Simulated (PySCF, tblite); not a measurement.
Isomers of C5H10NPSi. Level: GFN2-xTB in tblite, geometry and Hessian alike; calculated harmonic values, unscaled, isolated species. Against measured fundamentals such values can be off by several per cent, at times by over 20. Modes of hydrogen on phosphorus and silicon can be 10 to 20 % off. One conformer each.

Electronic energies: PBE0/pcSseg-1 single points on the GFN2-xTB geometries (PySCF, gas phase).

```csv
SMILES,"electronic energy, lowest = 0 (kcal/mol)"
N#C[C@@H]1CC[Si@H](P)C1,0.0
C=C[C@@H](C#N)[Si@H](C)P,16.8
C#C[Si@@](N)(P)C(=C)C,26.4
N#CC[C@@H]1C[C@@H]1[SiH2]P,27.8
C#C[Si@](N)(P)C1CC1,30.3
```

Q: How do GFN2-xTB zero-point energies change the relative energies?

A: 
| SMILES | ZPE (kcal/mol) | of it from modes above 1550 cm⁻¹ | electronic (kcal/mol) | with ZPE, lowest = 0 (kcal/mol) | lowest mode (cm⁻¹) | rings |
| --- | --- | --- | --- | --- | --- | --- |
| N#C[C@@H]1CC[Si@H](P)C1 | 84.9 | 43.1 | 0.0 | 0.0 | 44 | 1 |
| C=C[C@@H](C#N)[Si@H](C)P | 81.7 | 46.2 | 16.8 | 13.6 | 25 | 0 |
| C#C[Si@@](N)(P)C(=C)C | 82.5 | 48.8 | 26.4 | 24.1 | 28 | 0 |
| N#CC[C@@H]1C[C@@H]1[SiH2]P | 82.2 | 42.4 | 27.8 | 25.1 | 40 | 1 |
| C#C[Si@](N)(P)C1CC1 | 83.6 | 46.6 | 30.3 | 29.1 | 1i | 1 |

The zero-point energies span 3.2 kcal/mol, from `C=C[C@@H](C#N)[Si@H](C)P` to `N#C[C@@H]1CC[Si@H](P)C1`. Slightly imaginary modes are left out of the zero-point energy: `C#C[Si@](N)(P)C1CC1` 0.9i cm⁻¹. The order is unchanged.

Q: And how do the electronic energies of GFN2-xTB itself compare?

A: `N#C[C@@H]1CC[Si@H](P)C1` 0.0; `C=C[C@@H](C#N)[Si@H](C)P` 24.0; `C#C[Si@@](N)(P)C(=C)C` 40.7; `N#CC[C@@H]1C[C@@H]1[SiH2]P` 14.9; `C#C[Si@](N)(P)C1CC1` 37.0 kcal/mol, lowest = 0. Against the energies above, taken from the same isomer `N#C[C@@H]1CC[Si@H](P)C1`, the largest difference is 14.3 kcal/mol.

Q: What do entropy and thermal enthalpy add at 298.15 K and 1 bar (rigid rotor, harmonic oscillator, one conformer each)?

A: 
```tsv
SMILES	point group	symmetry number	S (cal/(mol K))	H − H(0) (kcal/mol)	ZPE + H − H(0) − TS (kcal/mol)
N#C[C@@H]1CC[Si@H](P)C1	C1	1	99.6	6.92	62.1
C#C[Si@@](N)(P)C(=C)C	C1	1	113.9	8.74	57.3
N#CC[C@@H]1C[C@@H]1[SiH2]P	C1	1	104.0	7.34	58.5
```

Not tabulated: `C=C[C@@H](C#N)[Si@H](C)P` (lowest mode only 25 cm⁻¹); `C#C[Si@](N)(P)C1CC1` (lowest mode only 1i cm⁻¹).
